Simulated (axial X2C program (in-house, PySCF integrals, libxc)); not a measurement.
What spin–orbit coupling does to HfS⁺

All values were computed with an in-house all-electron X2C program for linear molecules (integrals from PySCF). Spin-free means the one-electron spin-free X2C Hamiltonian; two-component (2c) means X2C with spin–orbit coupling and atomic mean-field two-electron Coulomb and Gaunt terms, so the difference of the two also holds small scalar two-electron terms. Basis: Hf dyall-cv3z [13s14p9d7f4g], S dyall-av3z [9s8p3d2f] (cores contracted in-house); Gaussian nuclei, density fitting, unrestricted open shells. Masses: Hf 179.947 u, S 31.972 u.

Spin-free state: M_S = 1/2, Λ = 0 (beyond evenly filled blocks: σα); fragments Hf+ + S.

```json
{"level": "PBE0", "Re (Å)": "2.116", "ωe (cm⁻¹)": "578.2", "De (eV)": "5.491", "μ (D)": "-4.04"}
{"level": "LDA", "Re (Å)": "2.113", "ωe (cm⁻¹)": "564.2", "De (eV)": "6.877", "μ (D)": "-3.25"}
```

Dipoles are positive if S is the positive end and refer to the centre of mass.

Two-component determinant lowest at the distance of the search:

Ω = 1/2 (⟨Sz⟩ = 0.50, ⟨Lz⟩ = 0.00 at PBE0); fragments Hf+ + S.

```tsv
level	Re (Å)	ωe (cm⁻¹)	μ (D)
PBE0	2.115	577.7	-4.02
LDA	2.113	563.2	-3.23
```

Problem. From the two tables, how do the constants change at the PBE0 level (2c against spin-free)?

Solution. At the PBE0 level Re is unchanged within 0.001 Å and ωe falls by 0.5 cm⁻¹.

One determinant describes the state; a PBE0 search over occupations chose it and may have missed a lower one. Dissociation energies refer to the lowest single-determinant-based atoms at the same level and basis. De is not given where an atomic determinant may have missed its ground term or J level, or where the truncated virtual space spoils (T). Density functionals use the spin component along the axis (collinear). Without a current term, density functionals place determinants with orbital angular momentum somewhat too high. The determinant is spin-polarised beyond a pure state at some levels (its spin-free form has ⟨S²⟩ too high), which makes Re and μ there less reliable.
